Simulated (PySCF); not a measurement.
This PySCF input asks for the NMR shieldings of SMILES O1[SiH2]C[C@@H](Cl)[Si@@H]1Cl, C$_{2}$H$_{6}$Cl$_{2}$OSi$_{2}$; the geometry comes from GFN2-xTB.

```python
import basis_set_exchange as bse
import numpy as np
from pyscf import gto, dft
from pyscf.prop import nmr

atoms = """
Cl    0.126593    1.328896    2.047376
C     0.352526    1.111452    0.277856
C    -0.981670    0.701068   -0.340636
Si   -1.147406   -1.190818   -0.110188
O     0.466159   -1.542821   -0.062006
Si    1.573333   -0.361123    0.072806
Cl    2.629883   -0.232139   -1.616972
H     0.687513    2.083165   -0.086397
H    -0.939958    0.932879   -1.408047
H    -1.799033    1.287170    0.077955
H    -1.656385   -1.882676   -1.284184
H    -1.698006   -1.595630    1.174577
H     2.382064   -0.638937    1.240133
"""
names = dict.fromkeys(["Cl", "C", "Si", "O", "H"], "pcSseg-1")
basis = {el: gto.basis.parse(bse.get_basis(n, elements=[el], fmt="nwchem")) for el, n in names.items()}
mol = gto.M(atom=atoms, basis=basis, charge=0, verbose=0)
mf = dft.RKS(mol, xc="PBE0")
mf.grids.level = 2
mf.grids.alignment = dft.numint.BLKSIZE   # the property module wants whole blocks of grid points
mf.conv_tol = 1e-9
mf.kernel()

calc = nmr.RKS(mf)   # GIAO
C = mf.mo_coeff
Co = C[:, mf.mo_occ > 0]
resp = mf.gen_response(singlet=True, hermi=2)
def vind(x):   # induced exchange potential for any number of trial vectors
    d = np.einsum("pi,xij,qj->xpq", C, 2 * x.reshape(-1, C.shape[1], Co.shape[1]), Co, optimize=True)
    return np.einsum("xpq,pi,qj->xij", resp(d - d.transpose(0, 2, 1)), C, Co, optimize=True).ravel()
mo1, _ = nmr.rhf.solve_mo1(calc, with_cphf=vind)
sigma = calc.kernel(mo1)
for i, s in enumerate(sigma):   # ppm
    print("%2d %-2s %9.2f" % (i, mol.atom_pure_symbol(i), np.trace(s) / 3))
```

Q: What does it print?

A: 
```
 0 Cl    828.42
 1 C     137.47
 2 C     163.92
 3 Si    353.30
 4 O     272.72
 5 Si    345.49
 6 Cl    883.84
 7 H      27.95
 8 H      30.14
 9 H      30.35
10 H      26.53
11 H      26.50
12 H      26.39
```

These numbers come from an equivalent density-fitted implementation of the same equations, which agrees with the script to about 0.01 ppm for H and up to a few tenths of a ppm for heavy atoms, so last digits may differ.

Q: Turn these shieldings into chemical shifts. Chemical shifts δ = σref − σ; ³⁵Cl (σref 949.78) vs HCl; ¹³C (σref 186.93) and ²⁹Si (σref 349.16) and ¹H (σref 31.72) vs TMS; ¹⁷O (σref 336.08) vs H2O, all at this level.

A: Averaging equivalent atoms: Cl 0: 121; Cl 6: 66; C 1: 49.5; C 2: 23.0; Si 5: 3.7; Si 3: -4.1; O 4: 63.4; H 12: 5.33; H 11: 5.22; H 10: 5.19; H 7: 3.77; H 8: 1.58; H 9: 1.36 ppm. Experimental scales use liquid or dissolved standards, which lie at an offset from isolated H2O (liquid H2O: subtract about 36 ppm).

Size and cost of the density-fitted run: 177 basis functions, 56 s wall time on 1 thread of an Arm Neoverse N1, shared host; peak memory 0.81 GiB.
